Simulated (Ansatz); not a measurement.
Ansatz (a quantum-chemistry and plane-wave program) input (MP2/def2-TZVP):

Ansatz 0.2 input:
```yaml
crystal:
  periodic: [false, false, false]
  atoms:
    - {symbol: Si, position_ang: [0.00000000, -0.00000000, -0.00000000]}
    - {symbol: H, position_ang: [-0.01759518, -0.02301502, 1.61556330]}
    - {symbol: H, position_ang: [0.01759518, 0.02301502, -1.61556330]}
    - {symbol: H, position_ang: [1.53014524, 0.00631692, 0.01675488]}
    - {symbol: H, position_ang: [-0.77074903, 1.32193119, 0.01043772]}
    - {symbol: H, position_ang: [-0.75939621, -1.32824811, -0.02719260]}
basis:
  gaussian:
    orbitals: def2-TZVP
total_charge: -1
magnetization: {spin_polarized: false}
correlation: {method: mp2, electrons: outside_noble_gas}
relax: {f_tol: 0.003, max_steps: 100}
```

End of the output:

```
the calculation of the forces begins
relax step   1: F+E_penalty+E_count = -7943.90832353 eV  Δ(F+E_penalty+E_count) = +0.000e0 eV  max|allowed force component| = 1.218e-1 eV/Å  Δτ_max = 0.0000 Å  (36 SCF iters, accepted)
these checks for a lower state are left out or cut short: starts, cluster_reference, orbital_swaps, neighbouring_geometries, increment
integrals: 0.02 GiB planned
517 factors; integrals over basis functions are off by at most 3.7e-4 eV
mean field: 0.09 GiB planned
mean field evaluation 16: about -7939.3804 eV, gradient 2.7e-2 eV
mean field -7939.38041649 eV, -291.7668488008 hartree, gradient 2.4e-6 eV, S^2 0.000000; 0 other end points of the search recorded, 0 dependent functions left out
5 core orbitals not correlated
reference -7939.38041649 eV, -291.7668488008 hartree; 5, 5 occupied and 57, 57 virtual orbitals, 517 factors
densities: 0.08 GiB planned
second order -4.53027162 eV of doubles, -0.00000000 eV of singles
the calculation of the forces begins
relax step   2: F+E_penalty+E_count = -7943.91068812 eV  Δ(F+E_penalty+E_count) = -2.365e-3 eV  max|allowed force component| = 1.921e-2 eV/Å  Δτ_max = 0.0082 Å  (33 SCF iters, accepted)
these checks for a lower state are left out or cut short: starts, cluster_reference, orbital_swaps, neighbouring_geometries, increment
integrals: 0.02 GiB planned
517 factors; integrals over basis functions are off by at most 3.7e-4 eV
mean field: 0.09 GiB planned
mean field -7939.38017025 eV, -291.7668397514 hartree, gradient 9.3e-7 eV, S^2 0.000000; 0 other end points of the search recorded, 0 dependent functions left out
5 core orbitals not correlated
reference -7939.38017025 eV, -291.7668397514 hartree; 5, 5 occupied and 57, 57 virtual orbitals, 517 factors
densities: 0.08 GiB planned
second order -4.53057610 eV of doubles, -0.00000000 eV of singles
the calculation of the forces begins
mean field evaluation 32: about -7939.3802 eV, gradient 9.3e-7 eV
relax step   3: F+E_penalty+E_count = -7943.91074635 eV  Δ(F+E_penalty+E_count) = -5.823e-5 eV  max|allowed force component| = 1.160e-4 eV/Å  Δτ_max = 0.0015 Å  (28 SCF iters, accepted)
these checks for a lower state are left out or cut short: cluster_reference
integrals: 0.02 GiB planned
517 factors; integrals over basis functions are off by at most 3.7e-4 eV
mean field: 0.09 GiB planned
mean field -7939.38017025 eV, -291.7668397514 hartree, gradient 9.3e-7 eV, S^2 0.000000; 1 other end points of the search recorded, 0 dependent functions left out
5 core orbitals not correlated
reference -7939.38017025 eV, -291.7668397514 hartree; 5, 5 occupied and 57, 57 virtual orbitals, 517 factors
densities: 0.08 GiB planned
second order -4.53057610 eV of doubles, -0.00000000 eV of singles
the calculation of the forces begins
Total energy: -7943.91074635 eV, -291.9333353522 hartree
Atom 0 at     0.000000     0.000000     0.000000 Å, force    -0.000000    -0.000000    -0.000000 eV/Å
Atom 1 at    -0.017490    -0.022877     1.605864 Å, force    -0.000001    -0.000002     0.000116 eV/Å
Atom 2 at     0.017490     0.022877    -1.605864 Å, force     0.000001     0.000002    -0.000116 eV/Å
Atom 3 at     1.523016     0.006287     0.016677 Å, force    -0.000044    -0.000000    -0.000000 eV/Å
Atom 4 at    -0.767158     1.315772     0.010389 Å, force     0.000022    -0.000038    -0.000000 eV/Å
Atom 5 at    -0.755858    -1.322060    -0.027066 Å, force     0.000022     0.000038     0.000001 eV/Å
Dipole moment:     0.000000     0.000000     0.000000 e Å
Checks for a lower state left out: cluster_reference
```
